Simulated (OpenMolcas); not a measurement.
# Ar2+: effect of the IPEA shift

```json
{
 "Program": "OpenMolcas 26.06",
 "Basis": "ANO-RCC-VTZP [5s4p2d1f]",
 "Scalar Hamiltonian": "DKH2, point nucleus",
 "Active space": "6 electrons in 8 orbitals (3s 3p 4s 4p)",
 "State averaging": "2S+1 = 3 even, 3 roots; 2S+1 = 1 even, 6 roots; 2S+1 = 3 odd, 3 roots; 2S+1 = 1 odd, 3 roots",
 "Spin-orbit coupling": "RASSI with atomic mean-field integrals over the reference wave functions, term energies averaged over their components"
}
```

Methods on the same reference wave functions:
A. CASSCF
B. SS-CASPT2, IPEA 0 Eh, imaginary shift 0.1 Eh (closed shells correlated: 2s 2p)
C. SS-CASPT2, IPEA 0.25 Eh, imaginary shift 0.1 Eh (closed shells correlated: 2s 2p)

Energies in cm⁻¹ above 3s² 3p⁴ ³P₂, the measured ground level; measured values from Saloman, J. Phys. Chem. Ref. Data 39, 033101 (2010).

```json
{"Level": "3s² 3p⁴ ³P₂", "A": "0.0", "B": "0.0", "C": "0.0", "Measured": "0.0"}
{"Level": "3s² 3p⁴ ³P₁", "A": "1012", "B": "1015", "C": "1016", "Measured": "1112"}
{"Level": "3s² 3p⁴ ³P₀", "A": "1436", "B": "1447", "C": "1447", "Measured": "1570"}
{"Level": "3s² 3p⁴ ¹D₂", "A": "16840", "B": "15040", "C": "14830", "Measured": "14010"}
{"Level": "3s² 3p⁴ ¹S₀", "A": "31097", "B": "34430", "C": "34190", "Measured": "33266"}
{"Level": "3s 3p⁵ ³P°₂", "A": "138727", "B": "121710", "C": "123800", "Measured": "113801"}
{"Level": "3s 3p⁵ ³P°₁", "A": "139675", "B": "122660", "C": "124750", "Measured": "114797"}
{"Level": "3s 3p⁵ ³P°₀", "A": "140162", "B": "123150", "C": "125240", "Measured": "115328"}
```

Deviations, from unrounded energies. A percentage is the sum of absolute deviations over the sum of measured energies, with the sign that they share, or ± where signs differ.

| Against measurement | Levels | A | B | C |
| --- | --- | --- | --- | --- |
| mean absolute deviation (cm-1) | 7 | 11000 | 3700 | 4500 |
| fine structure of the ground term (%) | 2 | -8.7 | -8.2 | -8.2 |
| other terms of the ground configuration (%) | 2 | ±10.6 | +4.7 | +3.7 |
| other configurations (%) | 3 | +21.7 | +6.9 | +8.7 |

B lies closest to measurement on these levels and A furthest from it. The largest miss of B in the table is 3s 3p⁵ ³P°₂, by +7900 cm-1. The ranking rests on the paired levels alone, and a cruder setting can come out closer through cancelling errors.

Between B and C the level of the table that moves most is 3s 3p⁵ ³P°₂, by 2100 cm-1 (lowest in B, highest in C). Moves below CASPT2's spread within the term are not significant.

From A to B the spin-free energies of the other terms of 3s² 3p⁴ shown, above ³P, scale by factors of 0.89 to 1.11.

The lowest spin-free term lies below A's lowest term by 0.163 hartree in B, 0.158 hartree in C.

CASPT2 breaks the degeneracy within a term, and the mean is taken; among the terms shown or strongly mixed into the levels shown the widest spread is 42 cm-1 (3s² 3p⁴ ¹D, C). Over all roots computed the reference weight is 0.85 to 0.96 in B, 0.87 to 0.96 in C; the roots of lowest weight are the least certain, and an intruder state may touch them. Active for correlation alone: 4p 4s; no level in the range computed is led by a configuration that fills them, so any true level of that kind is missing. Terms of s pⁿ other than that of highest spin mix with s² pⁿ⁻² d, which this space lacks; all of them can be thousands of cm-1 off, and some have no real level of that name. Computed and measured levels are paired by configuration, term and J; levels that our copy of the source lacks, or whose pairing is in doubt (as where it misses far off the trend of its configuration), stay unpaired and out of the deviations. Only configurations of the active space appear. The table leaves out levels that lie high or whose names do not pair safely across all columns.

° marks odd parity.
